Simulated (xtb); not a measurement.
C$_{2}$H$_{6}$NO, charge +1, singlet, at a GFN2-xTB geometry; GFN0-xTB with ALPB(benzene) (xtb).

xtb was given this input:
```
$ xtb mol.xyz --gfn 0 --chrg 1 --alpb benzene --json

# file mol.xyz
10

O      0.31859723     1.28234604     0.05551789
C      0.04598869     0.03047976    -0.00554695
N      0.97130854    -0.89086621    -0.03924743
C     -1.38335363    -0.33003445    -0.02103909
H      0.72828983    -1.87241852    -0.08436555
H     -1.96037592     0.45421182    -0.50831116
H     -1.56360514    -1.28823039    -0.49966096
H     -1.74648276    -0.38863017     1.00821425
H      1.96303337    -0.67815473    -0.01499862
H      1.25539266     1.54784533     0.08922707
```

Output, abridged:

```
   ID    Z sym.   atoms
    1    8 O      1
    2    6 C      2, 4
    3    7 N      3
    4    1 H      5-10

           -------------------------------------------------
          |                Calculation Setup                |
           -------------------------------------------------

           -------------------------------------------------
          |                 G F N 0 - x T B                 |
           -------------------------------------------------

      * Solvation model:               ALPB
        Solvent                        benzene
        Parameter file                 internal GFN-FF/ALPB
        Dielectric constant                7.0000E+00
        Reference state                gsolv [1 M gas/solution]
        Free energy shift                  3.7693E-03 Eh       2.3652E+00 kcal/mol
        Temperature                        2.9815E+02 K
        Density                            8.6700E-01 kg/L
        Solvent mass                       7.8110E+01 g/mol
        Interaction kernel             P16
        Born radius scaling (c1)           1.8034E+00
        Born radii integrator          GBOBC
        Born offset                        0.0000E+00 a0       0.0000E+00 AA
        H-bond correction              false
        Ion screening                  false
        Surface tension                    1.0000E-05 Eh       1.5569E+01 dyn/cm
        Grid points                               230 per atom

          ...................................................
          :                      SETUP                      :
          :.................................................:
          :  # basis functions                  28          :
          :  # atomic orbitals                  28          :
          :  # shells                           20          :
          :  # electrons                        24          :
          :  electronic temp.          300.0000000     K    :
          :  accuracy                    1.0000000          :
          :  -> integral cutoff          0.2500000E+02      :
          :  -> integral neglect         0.1000000E-07      :
          ...................................................

         :::::::::::::::::::::::::::::::::::::::::::::::::::::
         ::                     SUMMARY                     ::
         :::::::::::::::::::::::::::::::::::::::::::::::::::::
         :: total energy             -12.127330273133 Eh    ::
         :: total w/o Gsasa/hb       -12.122185515997 Eh    ::
         :: gradient norm              0.043375751607 Eh/a0 ::
         :: HOMO-LUMO gap              5.028411329300 eV    ::
         ::.................................................::
         :: H0 energy                -13.504830926328 Eh    ::
         :: repulsion energy           0.180648036278 Eh    ::
         :: electrostat energy         1.219375548507 Eh    ::
         :: -> Gsolv                   0.000000000000 Eh    ::
         ::    -> Gsasa               -0.008914014122 Eh    ::
         ::    -> Gshift               0.003769256986 Eh    ::
         :: dispersion energy         -0.001551677346 Eh    ::
         :: short-range corr.         -0.020971254243 Eh    ::
         :: add. restraining           0.000000000000 Eh    ::
         :: total charge               1.000000000000 e     ::
         :::::::::::::::::::::::::::::::::::::::::::::::::::::

           -------------------------------------------------
          |                Property Printout                |
           -------------------------------------------------

    * Orbital Energies and Occupations

         #    Occupation            Energy/Eh            Energy/eV
      -------------------------------------------------------------
         1        2.0000           -0.7060453             -19.2125
         2        2.0000           -0.6968246             -18.9616
         3        2.0000           -0.6356723             -17.2975
         4        2.0000           -0.6086166             -16.5613
         5        2.0000           -0.5800022             -15.7827
         6        2.0000           -0.5720678             -15.5668
         7        2.0000           -0.5420368             -14.7496
         8        2.0000           -0.5217190             -14.1967
         9        2.0000           -0.5027040             -13.6793
        10        2.0000           -0.4922596             -13.3951
        11        2.0000           -0.4631622             -12.6033
        12        2.0000           -0.4313049             -11.7364 (HOMO)
        13                         -0.2465142              -6.7080 (LUMO)
        14                         -0.1820516              -4.9539
        15                         -0.1609096              -4.3786
        16                         -0.1493483              -4.0640
        17                         -0.1041258              -2.8334
        18                         -0.0894101              -2.4330
        19                         -0.0706770              -1.9232
        20                          0.0887330               2.4145
        21                          0.0928813               2.5274
        22                          0.1679662               4.5706
        23                          0.2412583               6.5650
       ...                                ...                  ...
        28                          0.4511144              12.2754
      -------------------------------------------------------------
                  HL-Gap            0.1847907 Eh            5.0284 eV
             Fermi-level            0.0000000 Eh            0.0000 eV

     #   Z          covCN         q      C6AA      α(0)
     1   8 O        1.662    -0.460    21.871     6.326
     2   6 C        2.744     0.739    16.586     6.647
     3   7 N        2.637    -1.164    59.835    11.581
     4   6 C        3.758    -0.451    34.287     8.449
     5   1 H        0.860     0.531     0.300     0.858
     6   1 H        0.925     0.290     0.739     1.344
     7   1 H        0.925     0.281     0.767     1.369
     8   1 H        0.924     0.281     0.768     1.371
     9   1 H        0.860     0.537     0.294     0.849
    10   1 H        0.804     0.415     0.457     1.062

 Mol. C6AA /au·bohr⁶  :        710.995012
 Mol. C8AA /au·bohr⁸  :      15805.856632
 Mol. α(0) /au        :         39.856031

Wiberg/Mayer (AO) data.
largest (>0.10) Wiberg bond orders for each atom

 ---------------------------------------------------------------------------
     #   Z sym  total        # sym  WBO       # sym  WBO       # sym  WBO
 ---------------------------------------------------------------------------
     1   8 O    2.613 --     2 C    1.430    10 H    0.969     3 N    0.154
     2   6 C    3.865 --     1 O    1.430     3 N    1.407     4 C    1.023
     3   7 N    3.505 --     2 C    1.407     5 H    0.958     9 H    0.957
                             1 O    0.154
     4   6 C    3.977 --     2 C    1.023     7 H    0.975     6 H    0.971
                             8 H    0.955
     5   1 H    0.972 --     3 N    0.958
     6   1 H    0.987 --     4 C    0.971
     7   1 H    0.979 --     4 C    0.975
     8   1 H    0.987 --     4 C    0.955
     9   1 H    0.977 --     3 N    0.957
    10   1 H    0.982 --     1 O    0.969
 ---------------------------------------------------------------------------

Topologies differ in total number of bonds
Writing topology from bond orders to xtbtopo.mol

 dipole moment from electron density (au)
     X       Y       Z
   1.2152  -0.1007   0.0402  total (Debye):    3.101

           -------------------------------------------------
          | TOTAL ENERGY              -12.127330273133 Eh   |
          | GRADIENT NORM               0.043375751607 Eh/α |
          | HOMO-LUMO GAP               5.028411329300 eV   |
           -------------------------------------------------

normal termination of xtb
```
